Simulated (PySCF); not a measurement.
# GaH: frontier orbitals

BLYP at R = 1.682 Å; PySCF, no relativity, basis sets Ga def2-TZVPPD, H def2-TZVPPD. State: ¹Σ⁺ (singlet), closed shell. Only the outer orbitals are listed, counted within each symmetry.

```tsv
orbital	occ.	ε (eV)	on Ga (%)	main shells (%)
1δ	2	-19.74	100	100 Ga d
1δ	2	-19.74	100	100 Ga d
3π	2	-19.50	100	100 Ga d
3π	2	-19.50	100	100 Ga d
6σ	2	-19.48	100	100 Ga d
7σ	2	-9.51	77	74 Ga s, 22 H s
8σ	2	-4.91	66	43 Ga p, 34 H s, 20 Ga s
4π	0	-2.44	98	98 Ga p
4π	0	-2.44	98	98 Ga p
9σ	0	0.14	95	88 Ga s
```

**Question.** Which are the highest filled and the lowest empty level, where do they sit, and how wide is the gap?

**Answer.** Highest filled 8σ at -4.91 eV (in %: 43 Ga p, 34 H s, 20 Ga s); lowest empty 4π at -2.44 eV (in %: 98 Ga p); the gap at BLYP is 2.47 eV.

| Item | Value |
| --- | --- |
| bond order (Mayer) | 0.99 |
| ⟨S²⟩ | 0.000 |
| charge on Ga (Mulliken, basis-dependent) | 0.14 |
| charge on Ga (Löwdin, basis-dependent) | 0.37 |
| dipole moment (positive dipole means Ga(−)H(+)) | -0.58 D |
